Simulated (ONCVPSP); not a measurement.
## boron: ONCV pseudisation with PBEsol, scalar-relativistic reference atom.

The input file (ONCVPSP 4.0.1):

```
# ATOM AND REFERENCE CONFIGURATION
# atsym  z   nc   nv     iexc    psfile
  B 5.00    1    1  -116133      upf
#
#   n    l    f
    1    0    2.00
    2    0    1.00
#
# PSEUDOPOTENTIAL AND OPTIMIZATION
# lmax
    2
#
#   l,   rc,      ep,       ncon, nbas, qcut
    0    1.00    0.00    4    8    6.70
    1    0.95    0.08    4    7   10.00
    2    1.05    0.43    4    7   10.20
#
# LOCAL POTENTIAL
# lloc, lpopt,  rc(5),   dvloc0
    4    5    0.80    6.00
#
# VANDERBILT-KLEINMAN-BYLANDER PROJECTORs
# l, nproj, debl
    0    2    3.30
    1    2    1.00
    2    1    0.80
#
# MODEL CORE CHARGE
# icmod, fcfact, rcfact
    0    0.00    0.00
#
# LOG DERIVATIVE ANALYSIS
# epsh1, epsh2, depsh
   -3.00    5.00    0.02
#
# OUTPUT GRID
# rlmax, drl
    6.00    0.01
#
# TEST CONFIGURATIONS
# ncnf
    4
# nvcnf
#   n    l    f
    2
    2    0    2.00
    2    1    1.00
#
    1
    2    0    2.00
#
    2
    2    0    2.00
    2    1    0.50
#
    2
    2    0    1.00
    2    1    2.00
#
```

Command:

```bash
oncvpsp.x < B.dat > B.out
```

Output (shortened: citation, most of the input echo, consistency checks and plot data are left out):

```
ONCVPSP  (Optimized Norm-Conservinng Vanderbilt PSeudopotential)
scalar-relativistic version 4.0.1

#   n    l    f        energy (Ha)
    1    0    2.00    -7.7181087E+00
    2    0    1.00    -1.1494851E+00

Reference configufation results
  iterations    25
  all-electron total energy (Ha)   -2.32422603D+01

Begin loop to  construct optimized pseudo wave functions
and semi-local pseudopoentials for all angular momenta

   Wellstate for l =  0  n =  4
     eigenvalue =   2.1505
     asymptotic potential =   2.6505
     half-point radius =  2.5194

Calculating optimized projector #   1

 for l=   0

    Fraction of norm inside rc  0.145187
    Optimizing pswf for qcut=   6.68 a_B^-1,  ecut=  22.33 Ha
    Residual kinetic energy error=  8.97D-04 Ha

    Energy error per electron        Cutoff
         Ha          eV             Ha
         0.01000     0.27211        8.11
         0.00100     0.02721       16.74
         0.00010     0.00272      156.53
         0.00001     0.00027      187.95

Calculating optimized projector #   2

 for l=   0

    Fraction of norm inside rc  0.049547
    Optimizing pswf for qcut=   6.68 a_B^-1,  ecut=  22.33 Ha
    Residual kinetic energy error=  1.42D-02 Ha

    Energy error per electron        Cutoff
         Ha          eV             Ha
         0.01000     0.27211       25.37
         0.00100     0.02721       86.19
         0.00010     0.00272      226.23
         0.00001     0.00027      263.47

WARNING wellstate: moderately localized bound state found for n= 2 l=  1
WARNING scattering state with energy  0.05000000
WARNING will be used for the first projector

   Wellstate for l =  1  n =  3
     eigenvalue =   0.0500
     asymptotic potential =   0.5500
     half-point radius =  2.7718

   Wellstate for l =  1  n =  4
     eigenvalue =   1.0500
     asymptotic potential =   1.5500
     half-point radius =  3.4079

Calculating optimized projector #   1

 for l=   1

    Fraction of norm inside rc  0.083289
    Optimizing pswf for qcut=  10.01 a_B^-1,  ecut=  50.06 Ha
    Residual kinetic energy error=  3.96D-05 Ha

    Energy error per electron        Cutoff
         Ha          eV             Ha
         0.01000     0.27211       19.19
         0.00100     0.02721       33.59
         0.00010     0.00272       45.28
         0.00001     0.00027       88.80

Calculating optimized projector #   2

 for l=   1

    Fraction of norm inside rc  0.065584
    Optimizing pswf for qcut=  10.01 a_B^-1,  ecut=  50.06 Ha
    Residual kinetic energy error=  5.29D-05 Ha

    Energy error per electron        Cutoff
         Ha          eV             Ha
         0.01000     0.27211       20.60
         0.00100     0.02721       35.21
         0.00010     0.00272       46.99
         0.00001     0.00027       74.04

   Wellstate for l =  2  n =  4
     eigenvalue =   0.4300
     asymptotic potential =   0.9300
     half-point radius =  4.5005

Calculating optimized projector #   1

 for l=   2

    Fraction of norm inside rc  0.015531
    Optimizing pswf for qcut=  10.19 a_B^-1,  ecut=  51.95 Ha
    Residual kinetic energy error=  7.90D-07 Ha

    Energy error per electron        Cutoff
         Ha          eV             Ha
         0.01000     0.27211        5.55
         0.00100     0.02721       11.91
         0.00010     0.00272       24.73
         0.00001     0.00027       38.81

Construct Vanderbilt / Kleinmman-Bylander projectors

B matrix Hermiticity error, ll=   0
   1   2   -9.0984E-05

  Orthonormal projector coefficients -2.4923E+01  2.3160E+00

B matrix Hermiticity error, ll=   1
   1   2    1.7428E-05

  Orthonormal projector coefficients -1.1555E+01 -4.0460E+00

Pseudoatom total energy   -1.355045

Diagnostic tests using Vanderbilt-Kleinman-Bylander pseudopotentials
  1 or more projectors used as specified by nproj input data

   l    rcore       rmatch      e in        delta e   norm test  slope test

   0   1.0028271   1.0332751  -1.1494851   0.0000021   1.0000448   1.0000374
run_diag: lschvkbbe ERROR   2   1   0  60  2.15051495E+00  1.88546345E+00
   0   1.0028271   1.0332751   2.1505149  -0.2650515   0.1607177   0.1928349

   1   0.9502639   0.9791160   0.0500000   0.0000134   1.0001028   1.0001028
   1   0.9502639   0.9791160   1.0500000   0.0000162   1.0001331   1.0001331

   2   1.0519859   1.0839265   0.4300000   0.0000619   1.0000033   1.0000033

 Testing for bound ghosts
   n   l    E NL Schr. Eq   E Basis Diag.   E Cutoff

       0                       -4.449057    257.97  WARNING - GHOST(-)
   1   0       -1.149483       -1.056964    257.97

   2   1       -0.928633       -0.809915    245.02

   3   2       -0.297626        0.269342    163.30

 Testing for highly-localized positive-energy ghosts
       l    <radius>/rc     E Basis Diag.   E Cutoff

Test configuration 0

   n   l     f        eae           eps        diff
   1   0  2.0000   -7.71810875
   2   0  1.0000   -1.14948505   -1.14948298    2.08D-06

    Total energies and differences
      AE_ref= -2.32422603D+01  AE_tst= -2.32422603D+01  dif=  0.00D+00
      PS_ref= -1.35504462D+00  PS_tst= -1.35504462D+00  dif= -2.22D-16
      PSP excitation error=  2.22D-16

Test configuration 1

   n   l     f        eae           eps        diff
   1   0  2.0000   -6.59831055
   2   0  2.0000   -0.34401757   -0.34361763    4.00D-04
   2   1  1.0000   -0.13065645   -0.13190795   -1.25D-03

    Total energies and differences
      AE_ref= -2.32422603D+01  AE_tst= -2.44697267D+01  dif= -1.23D+00
      PS_ref= -1.35504462D+00  PS_tst= -2.58577628D+00  dif= -1.23D+00
      PSP excitation error=  3.27D-03

Test configuration 2

   n   l     f        eae           eps        diff
   1   0  2.0000   -7.07542929
   2   0  2.0000   -0.71213256   -0.71335631   -1.22D-03

    Total energies and differences
      AE_ref= -2.32422603D+01  AE_tst= -2.41706085D+01  dif= -9.28D-01
      PS_ref= -1.35504462D+00  PS_tst= -2.28427869D+00  dif= -9.29D-01
      PSP excitation error=  8.86D-04

Test configuration 3

   n   l     f        eae           eps        diff
   1   0  2.0000   -6.81220709
   2   0  2.0000   -0.51548085   -0.51606560   -5.85D-04
   2   1  0.5000   -0.29434206   -0.29682281   -2.48D-03

    Total energies and differences
      AE_ref= -2.32422603D+01  AE_tst= -2.43647926D+01  dif= -1.12D+00
      PS_ref= -1.35504462D+00  PS_tst= -2.47990318D+00  dif= -1.12D+00
      PSP excitation error=  2.33D-03

Test configuration 4

   n   l     f        eae           eps        diff
   1   0  2.0000   -6.64031995
   2   0  1.0000   -0.36186587   -0.36058531    1.28D-03
   2   1  2.0000   -0.14761237   -0.14835175   -7.39D-04

    Total energies and differences
      AE_ref= -2.32422603D+01  AE_tst= -2.42558774D+01  dif= -1.01D+00
      PS_ref= -1.35504462D+00  PS_tst= -2.37378628D+00  dif= -1.02D+00
      PSP excitation error=  5.12D-03
```

Note: ghosts flagged at negative energy: s at -121.1 eV; no localised positive-energy state flagged. A true bound ghost makes a file unfit for plane-wave use.

The run took about 2.9 s on one core of a shared server CPU.
